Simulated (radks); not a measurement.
Species: Te III. Configuration: [Kr] 4d10 5s2 5p2 (the NIST ground configuration). All-electron calculation, scalar-relativistic Kohn-Sham, LDA (Slater exchange, Perdew-Wang correlation), spin-polarised, spherical densities, point nucleus; open shells are filled with parallel spins first (spin-orbit coupling, left out, can overturn this in heavy ions). Program: a radial shooting solver on a logarithmic mesh with Libxc functionals.

Local quantities along the radius. ELF = 1/(1 + alpha^2) is the electron localisation function; alpha = (tau - tau_W)/tau_unif compares the Pauli kinetic energy density with that of the uniform gas (summed over spins); 4 pi r^2 rho is in e/bohr; -r V(r) is the screened charge that the Kohn-Sham potential of spin up presents (atomic units); s = |grad rho|/(2 (3 pi^2)^(1/3) rho^(4/3)) is the reduced gradient. tau is taken from the large components.

r (bohr)    ELF    alpha  4 pi r^2 rho  -r V(r)       s
0.001294  0.999  0.02338         2.832    51.66  0.6939
0.00174   0.999  0.02397         4.675    51.54  0.6189
0.002339  0.999  0.02542         7.594    51.38  0.5670
0.00317   0.999  0.02817         12.22    51.15  0.5333
0.004262  0.999  0.03279         18.86    50.86  0.5169
0.00573   0.998  0.04066         27.99    50.47  0.5154
0.007703  0.997  0.05468         39.44    49.95  0.5293
0.01036   0.993  0.08151         51.88    49.27  0.5603
0.01392   0.981   0.1382         62.43    48.38  0.6103
0.01872   0.931   0.2715         67.32    47.26  0.6764
0.02537   0.728   0.6115         64.68    45.80  0.7282
0.03411   0.400    1.224         59.22    44.03  0.6549
0.04586   0.335    1.410         61.14    41.88  0.4085
0.06166   0.570   0.8681         74.93    39.29  0.2824
0.0829    0.750   0.5776         86.70    36.26  0.3659
0.1115    0.638   0.7536         78.29    32.81  0.5039
0.1499    0.335    1.409         62.32    28.99  0.4350
0.2031    0.496    1.008         66.75    24.81  0.2170
0.2731    0.756   0.5674         70.70    20.69  0.3558
0.3671    0.599   0.8186         44.98    16.79  0.6528
0.4936    0.191    2.061         23.69    13.20  0.4785
0.6636    0.636   0.7562         26.08    9.954  0.2184
0.8922    0.747   0.5826         22.60    7.183  0.4909
1.2       0.465    1.073         11.10    5.200  0.7888
1.626     0.302    1.519         4.758    3.965  0.8197
2.186     0.619   0.7849         2.527    3.298  0.9280
2.939     0.691   0.6693        0.9670    2.875   1.680
3.951     0.292    1.556        0.1775    2.538   3.913
5.312     0.017    7.708       0.01220    2.259   12.15
7.141     0.000    86.37     0.0002393    2.085   55.92

On this mesh the ELF has minima near r = 0.039, 0.15, 0.49, 1.6 bohr, which separate the shells, and maxima near 0.0011 (1.00), 0.083 (0.75), 0.27 (0.76), 0.77 (0.76), 2.5 (0.71).
